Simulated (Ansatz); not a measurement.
GeBr2H2 (GeH2Br2): single points at one geometry.

```yaml
crystal:
  periodic: [false, false, false]
  atoms:
    - {symbol: Ge, position_ang: [-0.168233, 0.000660, -0.117767]}
    - {symbol: Br, position_ang: [-0.158799, -0.021979, 2.202305]}
    - {symbol: Br, position_ang: [2.015520, 0.014892, -0.901498]}
    - {symbol: H, position_ang: [-0.848212, 1.297096, -0.578897]}
    - {symbol: H, position_ang: [-0.840276, -1.290678, -0.604144]}
basis:
  gaussian: {orbitals: def2-TZVP, initial_orbitals: start.molden}
hamiltonian: {xc: {name: r2SCANh}, dispersion: d4}
scf: {omitted_lower_state_checks: [starts]}
output: {orbitals: {seedname: orbitals}}
```

The file start.molden holds the orbitals of an earlier run on this structure, at another level or in another basis.

```sh
$ ansatz run in.yaml --threads 4 --pin off --events-out ev --progress --plain --max-ram 3916MiB
```

Output, abridged:

```
Functional definition: r2SCANh
1247 factors; their error is unknown
mean field evaluation 1: about -196644.0601 eV, gradient 8.5e0 eV
mean field evaluation 2: about -196644.0811 eV, gradient 3.8e-2 eV
mean field evaluation 4: about -196644.5023 eV, gradient 5.6e-5 eV
mean field -196644.50233970 eV, -7226.5521705530 hartree, gradient 7.0e-5 eV, S^2 0.000000; 0 other end points of the search recorded, 0 dependent functions left out
reference -196644.50234859 eV, -7226.5521708798 hartree; 52, 52 occupied and 104, 104 virtual orbitals, 1247 factors
Total energy: -196644.53437056 eV, -7226.5533476655 hartree
Checks for a lower state left out: starts
```

It took 7 s on 4 threads of Intel Xeon on a shared host.

First input, but with `gaussian: {orbitals: def2-SVP, initial_orbitals: start.molden}`, `hamiltonian: {xc: pbe0, dispersion: d4}` (abridged; 4.2 s):

```
Functional definition: PBE0
mean field -196598.26905779 eV, -7224.8531287807 hartree, gradient 7.3e-6 eV, S^2 0.000000
Total energy: -196598.38562299 eV, -7224.8574124728 hartree
Checks for a lower state left out: starts
```

First input, but with `hamiltonian: {xc: r2scan, dispersion: d4}` (abridged; 5.5 s):

```
Functional definition: r2SCAN
mean field -196644.73898465 eV, -7226.5608670944 hartree, gradient 7.9e-5 eV, S^2 0.000000
Total energy: -196644.76752579 eV, -7226.5619159621 hartree
Checks for a lower state left out: starts
```

As the first input, with `hamiltonian: {xc: {name: B3LYP}, dispersion: d4}` (abridged; 4.9 s):

```
Functional definition: B3LYP
mean field -196648.59131609 eV, -7226.7024376637 hartree, gradient 8.4e-6 eV, S^2 0.000000
Total energy: -196648.81690341 eV, -7226.7107278449 hartree
Checks for a lower state left out: starts
```

First input, but with `correlation: {method: mp2}` and without the key `hamiltonian` (abridged; 8.5 s):

```
Functional definition: HF
mean field -196505.81079396 eV, -7221.4553502554 hartree, gradient 9.2e-7 eV, S^2 0.000000
27 core orbitals not correlated: weight in the atoms' cores, before any rotation towards them, 1.000 or more for the frozen orbitals, at most 0.000 for the correlated occupied ones
second order -21.60991928 eV of doubles, -0.00000000 eV of singles
Total energy: -196527.42071323 eV, -7222.2495001411 hartree
Checks for a lower state left out: starts
```

First input, but with `gaussian: {orbitals: def2-TZVPD, initial_orbitals: start.molden}`, `hamiltonian: {xc: pbe, dispersion: d4}` (abridged; 4.2 s):

```
Functional definition: PBE
mean field -196616.07550942 eV, -7225.5075038086 hartree, gradient 2.1e-5 eV, S^2 0.000000
Total energy: -196616.21128660 eV, -7225.5124935280 hartree
Checks for a lower state left out: starts
```

The first input with `gaussian: {orbitals: def2-SVP, initial_orbitals: start.molden}`, `hamiltonian: {xc: pbe, dispersion: d4}` (abridged; 2.8 s):

```
Functional definition: PBE
mean field -196591.80679145 eV, -7224.6156448732 hartree, gradient 1.7e-5 eV, S^2 0.000000
Total energy: -196591.94254099 eV, -7224.6206335768 hartree
Checks for a lower state left out: starts
```

Geometry: B3LYP-D4/def2-SVP.

B3LYP takes the VWN-RPA correlation. Correlated methods freeze 27 core orbitals; core or outer-core shells of Ge, Br are correlated, in sets that lack core-valence functions.
